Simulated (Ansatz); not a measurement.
Ansatz (a first-principles code) input (B3LYP-D3(BJ)/def2-TZVP):

Ansatz 0.2 input:
```yaml
crystal:
  periodic: [false, false, false]
  atoms:
    - {symbol: Cr, position_ang: [-0.95488111, -0.69362246, -0.79621048]}
    - {symbol: O, position_ang: [0.49732563, -0.16498526, 0.35510991]}
    - {symbol: H, position_ang: [0.44904064, 0.79728569, 0.45420675]}
basis:
  gaussian:
    orbitals: def2-TZVP
hamiltonian:
  xc: b3lyp
  dispersion: d3bj
magnetization: {spin_polarized: true, initial_magnetization: 5}
relax: {f_tol: 0.002, max_steps: 150}
```

End of the output:

```
relax step   5: F+E_penalty+E_count = -30486.27931176 eV  Δ(F+E_penalty+E_count) = -1.013e-3 eV  max|allowed force component| = 6.489e-3 eV/Å  Δτ_max = 0.0149 Å  (45 SCF iters, accepted)
these checks for a lower state are left out or cut short: starts, cluster_reference, orbital_swaps, neighbouring_geometries, increment
integrals: 0.02 GiB planned
681 factors; their error is unknown
mean field: 0.27 GiB planned
mean field evaluation 64: about -30486.2219 eV, gradient 1.6e-2 eV
mean field -30486.22190460 eV, -1120.3479906906 hartree, gradient 9.7e-6 eV, S^2 8.767049; 0 other end points of the search recorded, 0 dependent functions left out
the calculation of the forces begins
reference -30486.22210629 eV, -1120.3479981025 hartree; 19, 14 occupied and 63, 68 virtual orbitals, 681 factors
relax step   6: F+E_penalty+E_count = -30486.27931233 eV  Δ(F+E_penalty+E_count) = -5.732e-7 eV  max|allowed force component| = 3.946e-3 eV/Å  Δτ_max = 0.0004 Å  (33 SCF iters, accepted)
these checks for a lower state are left out or cut short: starts, cluster_reference, orbital_swaps, neighbouring_geometries, increment
integrals: 0.02 GiB planned
681 factors; their error is unknown
mean field: 0.27 GiB planned
mean field -30486.22190517 eV, -1120.3479907116 hartree, gradient 1.1e-5 eV, S^2 8.767047; 0 other end points of the search recorded, 0 dependent functions left out
the calculation of the forces begins
reference -30486.22210686 eV, -1120.3479981235 hartree; 19, 14 occupied and 63, 68 virtual orbitals, 681 factors
relax step   7: F+E_penalty+E_count = -30486.27931252 eV  Δ(F+E_penalty+E_count) = -1.838e-7 eV  max|allowed force component| = 2.206e-6 eV/Å  Δτ_max = 0.0001 Å  (30 SCF iters, accepted)
integrals: 0.02 GiB planned
681 factors; their error is unknown
mean field: 0.27 GiB planned
mean field evaluation 96: about -30486.2219 eV, gradient 7.2e-4 eV
mean field -30486.22190517 eV, -1120.3479907116 hartree, gradient 2.1e-5 eV, S^2 8.767047; 4 other end points of the search recorded, 0 dependent functions left out
the calculation of the forces begins
reference -30486.22210686 eV, -1120.3479981235 hartree; 19, 14 occupied and 63, 68 virtual orbitals, 681 factors
Total energy: -30486.27951420 eV, -1120.3501078045 hartree
Atom 0 at    -0.933777    -0.724411    -0.784873 Å, force    -0.000001    -0.000000    -0.000001 eV/Å
Atom 1 at     0.418582    -0.137585     0.300542 Å, force     0.000002     0.000002     0.000002 eV/Å
Atom 2 at     0.506681     0.800674     0.497437 Å, force    -0.000001    -0.000002    -0.000001 eV/Å
Dipole moment:    -0.518063     0.008466    -0.383097 e Å
```

The spin state was set by rule; other spins were not relaxed.
